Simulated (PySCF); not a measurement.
C6H5BrO3.
Atom-mapped SMILES: `[CH3:1][O:2][c:3]1[cH:4][cH:5][o:6][c:7]1[C:8](=[O:9])[Br:10]` (hydrogens: H11, H12, H13 on C1; H14 on C4; H15 on C5)

Level of theory: PySCF, PBE0-D3(BJ)/def2-SVP geometry optimisation, gas phase.

Problem. Give the optimised bond lengths and angles.

Solution. 
| bond | length (Å) |
| --- | --- |
| C1–O2 | 1.407 |
| O2–C3 | 1.323 |
| C3–C4 | 1.426 |
| C4–C5 | 1.369 |
| C5–O6 | 1.328 |
| O6–C7 | 1.359 |
| C7–C8 | 1.440 |
| C8=O9 | 1.188 |
| C8–Br10 | 1.971 |
| C3–C7 | 1.391 |
| C1–H11, C1–H12, C1–H13 | 1.101 |
| C4–H14 | 1.086 |
| C5–H15 | 1.088 |

Bonds in one row agree within 0.01 Å and their mean is given. A selection of angles:
| angle | degrees |
| --- | --- |
| C1–O2–C3 | 117.5 |
| O2–C3–C4 | 129.5 |
| O2–C3–C7 | 124.2 |
| C4–C3–C7 | 106.3 |
| C3–C4–C5 | 105.1 |
| C4–C5–O6 | 111.8 |
| C5–O6–C7 | 107.9 |
| O6–C7–C8 | 121.9 |
| C3–C7–O6 | 108.9 |
| C3–C7–C8 | 129.2 |
| C7–C8–O9 | 126.3 |
| C7–C8–Br10 | 113.2 |
| O9–C8–Br10 | 120.5 |

Dihedral angles: C1–O2–C3–C4 0° (synperiplanar); O6–C7–C8–O9 -179° (antiperiplanar).

The 5-membered ring C3–C4–C5–O6–C7 has internal angles of 105.1° to 111.8° (sum 540°, against 540° for a flat polygon); it is planar, 0.00 Å rms from its mean plane, widest ring torsion 0°. The 10 heavy atoms lie in one plane (0.005 Å rms). The C–O distances run from 1.188 Å (C8=O9, drawn double) to 1.407 Å (C1–O2, drawn single), a spread of 0.219 Å. Of the pairs four or more bonds apart, C1···H14 is among the closest relative to their van der Waals radii: 2.80 Å, 97 % of the sum of Bondi's values. The 4 C–C bonds span 1.369 Å (C4–C5, aromatic) to 1.440 Å (C7–C8, drawn single), a spread of 0.071 Å.

Point group: Cs (tolerance 0.08 Å). PBE0-D3(BJ)/def2-SVP frequencies: not computed here. The numbers are those of one conformer.
